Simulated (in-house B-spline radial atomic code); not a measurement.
## Plasmons and hot-electron lifetimes in In from the free-electron model

The electrons form a uniform gas at zero temperature with Lindhard's dielectric function (RPA). An added electron of energy E, from the band bottom, collides once per mean free path λ, with 1/λ = (1/πE) ∫dω ∫dq/q Im(−1/ε(q, ω)), in atomic (or effective) units, with ω up to E − E_F and q between √(2E) ∓ √(2(E − ω)); electron-hole pairs and the plasmon pole are integrated apart. No exchange between the two electrons.

In: 3 valence electrons per atom, density 7.31 g/cm³, mass 114.82 u, so r_s = 2.41 bohr. Core levels, phonons and band structure are left out.

Problem. Find E_F, the plasma energy, the screening length and the long-wave dispersion of the plasmon.

Solution. k_F = 1.91916/2.41 = 0.7963, E_F = k_F²/2 = 8.63 eV. ω_p = √(3/r_s³) = 0.4630 hartree = 12.60 eV. The Thomas-Fermi length is √(π/4k_F) = 0.993 bohr = 0.0526 nm. For small q, ω = ω_p + α q² with α = (3/5) E_F/ω_p = 0.4109; at q = 0.2491 this gives 13.29 eV, and the zero of ε lies at 13.32 eV. The plasmon meets the pair continuum ω = q k_F + q²/2 at q_c = 0.62283 = 0.78 k_F, 18.8 eV.

| E − E_F (eV) | λ (nm) | share of plasmon losses | lifetime (fs) | stopping (eV/nm) |
| --- | --- | --- | --- | --- |
| 0.431 | 297 | 0.00 | 166 | 0.000967 |
| 0.863 | 79.6 | 0.00 | 43.6 | 0.00718 |
| 1.73 | 22.8 | 0.00 | 11.9 | 0.0499 |
| 3.02 | 8.95 | 0.00 | 4.42 | 0.22 |
| 4.31 | 5.18 | 0.00 | 2.43 | 0.541 |
| 6.47 | 2.92 | 0.00 | 1.27 | 1.43 |
| 8.63 | 1.97 | 0.00 | 0.801 | 2.82 |
| 11.2 | 1.39 | 0.00 | 0.526 | 5.23 |
| 13.8 | 1.07 | 0.00 | 0.383 | 8.32 |
| 17.3 | 0.822 | 0.00 | 0.272 | 13.6 |
| 21.6 | 0.39 | 0.35 | 0.12 | 38.3 |
| 27.6 | 0.328 | 0.42 | 0.0919 | 49 |

Problem. Quinn and Ferrell's limit is τ = 263 r_s^(−5/2) (E − E_F)⁻² fs·eV². How far does it hold?

Solution. The prefactor is 29.2 fs·eV². At 0.431 eV it gives 157 fs against 166, a ratio of 1.06; at 4.31 eV 1.57 against 2.43, a ratio of 1.55. The inverse square comes from the phase space of two final states near E_F; the formula is the limit of high density and small excess energy.

Problem. From what energy can an electron emit a plasmon?

Solution. It needs ω ≤ q v − q²/2 and a final state above E_F. On the computed dispersion this first holds at E − E_F = 18.2 eV, above ω_p = 12.6 eV, since a slow electron can only couple to plasmons of large q, which cost more.
